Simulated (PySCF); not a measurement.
C3H12N2Si, SMILES CC(C)[SiH](N)N. Atoms are numbered in the order given.

```xyz
18

C     -1.6300    -0.9844     1.1943
C     -1.0828     0.2090     0.3977
C     -1.6993     0.2909    -1.0070
Si     0.8214     0.1232     0.3077
N      1.4973    -1.2146    -0.5835
N      1.3276     1.5639    -0.5394
H     -2.7394    -0.9626     1.2590
H     -1.2335    -1.0116     2.2304
H     -1.3482    -1.9442     0.7090
H     -1.3313     1.1453     0.9518
H     -1.4625    -0.6236    -1.5934
H     -2.8072     0.3735    -0.9667
H     -1.3073     1.1549    -1.5804
H      1.3413    -0.0896     1.7153
H      1.6444    -2.1076    -0.1095
H      1.2362    -1.3551    -1.5624
H      0.8776     2.4531    -0.3081
H      2.3280     1.7044    -0.7028
```
Charge 0, spin multiplicity 1.

Coordinates come from a PBE-D3(BJ)/def2-SVP optimisation. This is a generated structure with no PubChem entry under its InChIKey; it may be hypothetical. The values are those of a single conformer.

Two levels are set side by side: PBE/pcSseg-1 (PySCF) and KT2/pcSseg-1 (PySCF). GIAO shifts against NH3 (¹⁵N), TMS (²⁹Si), TMS (¹H), TMS (¹³C) at the same level; non-relativistic, no solvent, atoms listed together averaged. Differences are taken from unrounded values.

| quantity | PBE |
|---|---|
| δ(¹³C) of C2 (ppm) | 23.7 |
| δ(²⁹Si) of Si4 (ppm) | -13.6 |
| δ(¹H) of H10 (ppm) | 1.05 |
| δ(¹H) of H14 (ppm) | 5.46 |

**Question.** These are the PBE values. What does KT2 give? (Estimate from the structure and the level; the computed values follow.)

**Answer.** 
| quantity | KT2 | PBE minus KT2 |
|---|---|---|
| δ(¹³C) of C2 (ppm) | 23.8 | -0.1 |
| δ(²⁹Si) of Si4 (ppm) | -13.0 | -0.6 |
| δ(¹H) of H10 (ppm) | 1.08 | -0.03 |
| δ(¹H) of H14 (ppm) | 5.45 | 0.01 |

Rough cost on one machine, each run with all the roots and properties that it gave: KT2 against PBE within a factor of 2.
